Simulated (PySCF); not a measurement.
Compound: 4-(aminomethyl)pyridine, C₆H₈N₂.
Structure used (GFN2-xTB), in Å, numbered top down from 1:
```xyz
16
C6H8N2 angstrom
N     -2.4423    0.0555   -0.5767
C     -1.5940   -0.5633    0.4350
C     -0.1360   -0.2161    0.2642
C      0.6908   -0.9704   -0.5620
C      2.0029   -0.5647   -0.7442
N      2.5194    0.5116   -0.1761
C      1.7351    1.2320    0.6073
C      0.4091    0.9178    0.8575
H     -2.3597    1.0663   -0.5335
H     -2.1506   -0.2367   -1.5040
H     -1.7341   -1.6456    0.3650
H     -1.9498   -0.2286    1.4132
H      0.3175   -1.8605   -1.0474
H      2.6780   -1.1291   -1.3743
H      2.1957    2.1024    1.0566
H     -0.1897    1.5385    1.5079
```

The calculation used wB97X-D/def2-SVPD in PySCF (dipole) on a GFN2-xTB geometry, gas phase.

Take the most abundant isotopes and a rigid rotor. The values belong to one conformer with, in the numbering `[NH2:1][CH2:2][c:3]1[cH:4][cH:5][n:6][cH:7][cH:8]1`, H–N1–C2–C3 -60° and 59°, N1–C2–C3–C4 -87°.

Give the principal moments of inertia and the rotational constants in cm⁻¹.

Ia = 104.67, Ib = 337.64, Ic = 403.49 u·Å²; 505379 MHz·u·Å²/I gives 4829, 1497 and 1253 MHz, that is A = 0.16106, B = 0.04993, C = 0.04178 cm⁻¹.

Classify the top.

An asymmetric top; Ray's κ = -0.863.

What does the inertial defect say?

Not planar: Δ = Ic − Ia − Ib = -38.82 u·Å². For a rigid frame Δ = −2 Σ m c², so Σ m c² = 19.41 u·Å² lies off the ab plane: 5.91 from hydrogen and 13.50 from heavier atoms. The atom farthest from that plane is 1.23 Å away.

List the rotational levels J(Ka,Kc) to J = 5 (MHz).

Above 0(0,0):
J = 1: 1(0,1) 2749, 1(1,1) 6081, 1(1,0) 6325
J = 2: 2(0,2) 8235, 2(1,2) 11335, 2(1,1) 12068, 2(2,1) 22063, 2(2,0) 22076
J = 3: 3(0,3) 16431, 3(1,3) 19209, 3(1,2) 20674, 3(2,2) 30311, 3(2,1) 30376, 3(3,1) 47589, 3(3,0) 47589
J = 4: 4(0,4) 27301, 4(1,4) 29693, 4(1,3) 32133, 4(2,3) 41298, 4(2,2) 41490, 4(3,2) 58610, 4(3,1) 58613, 4(4,1) 82765, 4(4,0) 82765
J = 5: 5(0,5) 40799, 5(1,5) 42777, 5(1,4) 46429, 5(2,4) 55016, 5(2,3) 55456, 5(3,3) 72397, 5(3,2) 72409, 5(4,2) 96540, 5(4,1) 96541, 5(5,1) 127599, 5(5,0) 127599
Those of J = 1 are B + C, A + C and A + B.

Which lines would a microwave search look for?

The dipole components are |μa| = 1.24 D, |μb| = 0.00 D, |μc| = 0.09 D; the mirror of this Cs structure is the ac plane, so μb vanishes by symmetry (the 0.01 D computed is a residue) and there are no b-type lines. The squared components, which scale the intensities, stand as 1.00 : 0.01 (a : c). Some lines, for components of 0.1 D or more:

```csv
type,branch,"J(Ka,Kc)",MHz,lower level (cm⁻¹)
a,Q,"2(1,1) ← 2(1,2)",733,0.378
a,Q,"3(1,2) ← 3(1,3)",1465,0.641
a,R,"1(0,1) ← 0(0,0)",2749,0.000
a,R,"2(1,2) ← 1(1,1)",5254,0.203
a,R,"2(0,2) ← 1(0,1)",5486,0.092
a,R,"2(1,1) ← 1(1,0)",5743,0.211
a,R,"3(1,3) ← 2(1,2)",7874,0.378
a,R,"3(0,3) ← 2(0,2)",8196,0.275
a,R,"3(2,2) ← 2(2,1)",8248,0.736
a,R,"3(2,1) ← 2(2,0)",8299,0.736
a,R,"3(1,2) ← 2(1,1)",8606,0.403
```

Estimate the classical rotational partition function at 10 K, 50 K and 100 K.

Point group Cs, symmetry number σ = 1; q = (√π/σ)·√((kT/h)³/(ABC)), k/h = 20836.6 MHz/K: 1770 at 10 K, 19800 at 50 K, 56000 at 100 K.

Whether it is a minimum is left open (no frequencies). No vibrational averaging or centrifugal distortion is included, and the geometry carries the error of its method. A rigid rotor knows nothing of inversion at nitrogen, which can split or shift real lines. Quadrupole hyperfine structure (14N) is left out.
